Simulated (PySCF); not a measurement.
C2H9FSi3. Atoms are numbered in the order given.

```xyz
15

C      2.4041     1.0311     0.0000
Si     0.9013    -0.0758     0.0000
F      1.4067    -1.6425     0.0000
Si    -0.9228     0.2269     1.4448
C     -2.0674    -0.2591     0.0000
Si    -0.9228     0.2269    -1.4448
H      3.0243     0.8544     0.8929
H      3.0243     0.8544    -0.8929
H      2.0873     2.0866     0.0000
H     -1.1000    -0.5564     2.7030
H     -1.0785     1.6823     1.7569
H     -3.0797     0.1720     0.0000
H     -2.1593    -1.3603     0.0000
H     -1.0785     1.6823    -1.7569
H     -1.1000    -0.5564    -2.7030
```

The structure is a stationary point at ωB97X-D3(BJ)/def2-SVP. This is a generated structure with no PubChem entry under its InChIKey; it may be hypothetical.

Method: PBE/def2-TZVP (PySCF).

ESP charges are fitted to the potential on shells at 1.4 to 2.0 van der Waals radii. Atomic charges (e):

```json
[
 {"atom": "C1", "ESP fit": "-0.81", "Löwdin": "-0.46", "IAO": "-0.74"},
 {"atom": "Si2", "ESP fit": "0.59", "Löwdin": "0.03", "IAO": "0.82"},
 {"atom": "F3", "ESP fit": "-0.29", "Löwdin": "-0.01", "IAO": "-0.52"},
 {"atom": "Si4", "ESP fit": "0.01", "Löwdin": "0.16", "IAO": "0.39"},
 {"atom": "C5", "ESP fit": "-0.34", "Löwdin": "-0.49", "IAO": "-0.80"},
 {"atom": "Si6", "ESP fit": "0.01", "Löwdin": "0.16", "IAO": "0.39"},
 {"atom": "H7", "ESP fit": "0.23", "Löwdin": "0.14", "IAO": "0.17"},
 {"atom": "H8", "ESP fit": "0.23", "Löwdin": "0.14", "IAO": "0.17"},
 {"atom": "H9", "ESP fit": "0.20", "Löwdin": "0.14", "IAO": "0.17"},
 {"atom": "H10", "ESP fit": "-0.03", "Löwdin": "-0.03", "IAO": "-0.09"},
 {"atom": "H11", "ESP fit": "-0.03", "Löwdin": "-0.02", "IAO": "-0.10"},
 {"atom": "H12", "ESP fit": "0.14", "Löwdin": "0.14", "IAO": "0.17"},
 {"atom": "H13", "ESP fit": "0.15", "Löwdin": "0.16", "IAO": "0.17"},
 {"atom": "H14", "ESP fit": "-0.03", "Löwdin": "-0.02", "IAO": "-0.10"},
 {"atom": "H15", "ESP fit": "-0.03", "Löwdin": "-0.03", "IAO": "-0.09"}
]
```

Computed Mayer and Wiberg (Löwdin basis) orders of the bonds:
```tsv
bond	Mayer	Wiberg
C1–Si2	0.97	1.24
Si2–F3	1.09	1.65
Si2–Si4	0.91	1.01
Si4–C5	0.98	1.17
Si2–Si6	0.91	1.01
C5–Si6	0.98	1.17
C1–H7	0.94	0.89
C1–H8	0.94	0.89
C1–H9	0.93	0.89
Si4–H10	0.93	0.93
Si4–H11	0.93	0.91
C5–H12	0.92	0.87
C5–H13	0.91	0.83
Si6–H14	0.93	0.91
Si6–H15	0.93	0.93
```
